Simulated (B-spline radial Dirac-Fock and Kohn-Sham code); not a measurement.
# Bi²⁺: eigenvalues, ΔSCF and the reference

System: Bi²⁺, [Xe] 4f14 5d10 6s2 6p1.

The density-functional columns are spherical, spin-unpolarised Dirac-Kohn-Sham results without Breit or QED terms: −ε is minus the orbital energy of the initial state and ΔSCF the difference of two total energies. The reference in the last column comes from Dirac-Fock energy differences between relaxed states, corrected for Breit and QED terms. All numbers are from an atomic code on a B-spline grid, in eV; a selection of levels is shown. The Kohn-Sham columns are given as differences from the reference. For the 1s level of heavy atoms much of the gap between ΔSCF and the reference is the Breit and QED part, -514.8 eV here; for other levels the error of the functional can be larger.

```tsv
level	LDA −ε − DF	LDA ΔSCF − DF	PBE −ε − DF	PBE ΔSCF − DF	Dirac-Fock
K	-150.2	+504.8	-80.1	+577.3	90549.1
L1	-175.6	-52.4	-164.9	-42.1	16420.9
L2	-117.2	+42.8	-112.1	+47.7	15738.8
L3	-141.1	-9.8	-138.5	-7.3	13445.8
M1	-100.0	-62.8	-97.2	-60.2	4034.1
M2	-79.3	-39.1	-78.2	-38.1	3729.0
M3	-79.3	-43.7	-78.8	-43.4	3210.3
M4	-56.1	-13.3	-56.4	-13.6	2716.3
M5	-58.1	-16.9	-58.4	-17.2	2608.2
N1	-57.3	-40.0	-56.0	-38.6	973.0
N2	-48.3	-30.9	-47.7	-30.3	840.0
N3	-47.7	-31.4	-46.9	-30.7	711.3
N4	-34.4	-18.2	-34.3	-18.2	495.1
N5	-34.3	-18.4	-34.2	-18.4	471.1
N6	-15.0	+0.6	-15.5	+0.2	188.2
N7	-15.2	+0.3	-15.7	-0.2	182.9
O1	-19.9	-10.2	-20.2	-10.5	194.9
O2	-15.1	-5.8	-15.5	-6.3	147.0
O3	-15.6	-6.8	-15.7	-7.0	122.5
O4	-6.5	+1.2	-6.7	+1.0	53.00
O5	-6.6	+1.0	-6.8	+0.8	50.01
P1	-2.6	+2.6	-3.0	+2.1	33.65
P2,3	-3.4	+0.8	-3.7	+0.5	23.09
```

Values without a named source are computed, but for edge energies of neutral atoms, which are taken from tables.
